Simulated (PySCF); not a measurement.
Cl2Sn, triplet, geometry from GFN2-xTB (such geometries of metal compounds can be far from the true shape) (the spin is typed, not shown lowest) (core potentials on Sn). Base run: PBE0/def2-SVP (PySCF).

The PySCF input:
```python
from pyscf import gto, scf, dft

mol = gto.M(
    atom='''
Sn    0.00993257   -0.00944619    0.58952790
Cl    1.24741626    1.57493270   -0.86320274
Cl   -1.27662969   -1.54714980   -0.87070284
''',
    basis='def2-svp',
    ecp={'Sn': 'def2-svp'},
    spin=2,
    verbose=4,
)

mf = dft.UKS(mol)
mf.xc = 'pbe0'
mf.kernel()
```

Variants of this job, named by their change:

```json
[
 {"change": "base", "basis functions": "62", "E (Eh)": "-1134.11688", "HOMO (eV)": "-5.33", "dipole (D)": "2.57"},
 {"change": "basis = x2c-SVPall; relativity = spin-free X2C; nucleus = Gaussian (with nucmod='G'; without ecp={'Sn': 'def2-svp'})", "basis functions": "72", "E (Eh)": "-7098.12304", "HOMO (eV)": "-5.34", "dipole (D)": "2.52"},
 {"change": "basis = ANO-RCC-VDZP; relativity = spin-free X2C; nucleus = Gaussian (with nucmod='G'; without ecp={'Sn': 'def2-svp'})", "basis functions": "79", "E (Eh)": "-7098.97397", "HOMO (eV)": "-5.63", "dipole (D)": "2.85"},
 {"change": "basis = ANO-RCC-VDZP; relativity = spin-free X2C (without ecp={'Sn': 'def2-svp'})", "basis functions": "79", "E (Eh)": "-7099.14222", "HOMO (eV)": "-5.63", "dipole (D)": "2.85"},
 {"change": "basis = x2c-TZVPall; relativity = spin-free X2C; nucleus = Gaussian (with nucmod='G'; without ecp={'Sn': 'def2-svp'})", "basis functions": "134", "E (Eh)": "-7099.14329", "HOMO (eV)": "-5.46", "dipole (D)": "2.52"},
 {"change": "basis = x2c-TZVPall; relativity = spin-free X2C (without ecp={'Sn': 'def2-svp'})", "basis functions": "134", "E (Eh)": "-7099.28595", "HOMO (eV)": "-5.46", "dipole (D)": "2.52"},
 {"change": "basis = ANO-RCC-VDZP; relativity = none (without ecp={'Sn': 'def2-svp'})", "basis functions": "79", "E (Eh)": "-6773.13789", "HOMO (eV)": "-6.39", "dipole (D)": "2.89"},
 {"change": "basis = x2c-SVPall; relativity = none (without ecp={'Sn': 'def2-svp'})", "basis functions": "72", "E (Eh)": "-6810.73385", "HOMO (eV)": "-6.11", "dipole (D)": "2.62"},
 {"change": "basis = x2c-TZVPall; relativity = none (without ecp={'Sn': 'def2-svp'})", "basis functions": "134", "E (Eh)": "-6827.00267", "HOMO (eV)": "-5.70", "dipole (D)": "2.68"},
 {"change": "basis = x2c-SVPall; relativity = spin-free X2C (without ecp={'Sn': 'def2-svp'})", "basis functions": "72", "E (Eh)": "-7098.24960", "HOMO (eV)": "-5.34", "dipole (D)": "2.52"}
]
```

Absolute energies of different levels of theory aren't comparable as measures of quality.

Open shells are given as the SCF converged; they aren't shown to be the lowest states, and a large step between rows can be another state.

Basis sets contracted for a relativistic Hamiltonian are a mismatch without it, so the rows without relativity aren't non-relativistic limits. No row has spin-orbit coupling; sets with core potentials leave out the core electrons.
